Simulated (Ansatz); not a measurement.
Start from `NB(F)[SeH]` and change one element to get `NB(F)S`.

Ansatz, PBE0-D4/def2-TZVP geometries, multiplicity 1. Each molecule was computed in one conformer, which needn't be the lowest.

Scalar relativity is left out up to krypton.

| property | `NB(F)[SeH]` |
| --- | --- |
| HOMO energy (PBE0/def2-TZVPP) / eV | -6.99 |
| HOMO energy (B3LYP/def2-TZVPP) / eV | -6.75 |
| size of the dipole moment (B3LYP/def2-TZVPP) / D | 2.01 |
| LUMO energy (PBE0/def2-TZVPP) / eV | 0.19 |
| LUMO energy (PBE/def2-TZVPP) / eV | -0.68 |
| size of the dipole moment (ωB97M-V/def2-TZVPP) / D | 2.02 |

Question: Give the same properties after the change, and the shifts. (Best estimate.)

Answer: The calculation gave: 
| property | `NB(F)S` | shift |
| --- | --- | --- |
| HOMO energy (PBE0/def2-TZVPP) / eV | -7.39 | -0.40 |
| HOMO energy (B3LYP/def2-TZVPP) / eV | -7.14 | -0.39 |
| size of the dipole moment (B3LYP/def2-TZVPP) / D | 1.73 | -0.28 |
| LUMO energy (PBE0/def2-TZVPP) / eV | 0.45 | 0.26 |
| LUMO energy (PBE/def2-TZVPP) / eV | -0.43 | 0.25 |
| size of the dipole moment (ωB97M-V/def2-TZVPP) / D | 1.73 | -0.29 |

With PBE0 the HOMO falls by 0.40 eV and the LUMO rises by 0.26 eV, so the gap widens by about 0.66 eV. PBE moves the HOMO by -0.31 eV and ωB97M-V by -0.44 eV. Dipoles are sizes alone; their direction can turn.

B3LYP here is the variant with VWN-RPA as its local correlation; programs differ in this.

Spin–orbit coupling is left out; it splits and shifts lone-pair levels of the heavy atoms by tenths of an eV.
